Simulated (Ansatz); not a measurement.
Reaction (redistribution): `C#C[SiH](Cl)Cl` + `[F][Sn]([F])([F])[F]` → `C#C[Si](F)(Cl)Cl` + `[F][SnH]([F])[F]`

Computed with Ansatz on PBE0-D4/def2-TZVP structures; ΔE is electronic, products minus reactants. CCSD(T)/CBS adds triple-zeta CCSD(T) − MP2 to the extrapolated MP2 energy (def2 sets, frozen cores). Functionals use def2-TZVPP. def2 core potentials past Kr. For Sn outer-core shells are correlated without core-valence functions, which leaves a few kJ/mol of doubt a bond.

`C#C[SiH](Cl)Cl`:

Cartesian coordinates in Å:
```
C -1.822 -0.852 0.033
C -0.716 -0.372 0.026
Si 0.952 0.324 0.027
Cl 1.461 0.847 -1.875
Cl 0.989 1.973 1.222
H -2.801 -1.274 0.037
H 1.938 -0.646 0.530
```

`[F][Sn]([F])([F])[F]`:

```xyz
5

F    -1.502    0.929    0.634
Sn    0.000    0.000    0.000
F    -0.173   -1.823    0.411
F     1.547    0.681    0.815
F     0.129    0.212   -1.860
```

`C#C[Si](F)(Cl)Cl`:

```xyz
7

C     1.047    1.704    0.222
C     0.398    0.703    0.062
Si   -0.558   -0.804   -0.160
F    -1.686   -0.556   -1.235
Cl   -1.448   -1.339    1.573
Cl    0.625   -2.299   -0.826
H     1.621    2.592    0.363
```

`[F][SnH]([F])[F]`:

Z-matrix (Å, degrees):
```
Sn
F 1 1.891
F 1 1.891 2 105.0
F 1 1.891 2 105.0 3 110.4
H 1 1.682 2 113.7 3 -124.8
```

(1) Is it downhill or uphill in electronic energy at CCSD(T)/CBS, and by how much? (Best estimate.)

(2) What do these levels give: LDA (SPW92), PBE-D4, revPBE-D4, r2SCAN-D4, ωB97X-V, ωB97M-V, PBE-QIDH, r2SCAN, PBE0, HF/def2-SVP, MP2/def2-SVP, HF/CBS(def2)? (An estimate is asked.)

(3) What do rigid-rotor, harmonic-oscillator terms from PBE0-D4/def2-TZVP frequencies (298.15 K, 1 bar) make of the CCSD(T)/CBS value? (Best estimate.)

Largest T1 diagnostic among the species: 0.015.

Results:

(1) Computed: Downhill: ΔE = -28.5 kcal/mol.

(2) The calculation gave: LDA (SPW92) -32.1, PBE-D4 -27.6, revPBE-D4 -27.0, r2SCAN-D4 -29.4, ωB97X-V -28.6, ωB97M-V -30.0, PBE-QIDH -29.7, r2SCAN -29.3, PBE0 -28.9, HF/def2-SVP -29.9, MP2/def2-SVP -25.8, HF/CBS(def2) -29.2 kcal/mol.

(3) The calculation gave: ΔZPE = -0.5 kcal/mol, ΔH = -29.1 kcal/mol, ΔS = 5 J/(mol·K), ΔG = -29.4 kcal/mol.

From BLYP to BHLYP (50 % exact exchange), in def2-TZVPP and without D4, ΔE moves by −3.4 kcal/mol. At CCSD(T), def2-SVP lies +2.0 kcal/mol from the extrapolated value and def2-TZVPP −1.0 kcal/mol. Leaving LDA and LC-ωPBE aside and taking each functional with its dispersion term where it has one, the values, not all of them listed here, spread over 4.1 kcal/mol, from BHLYP-D4 to revPBE-D4. LDA lies −4.8 kcal/mol from PBE without D4.
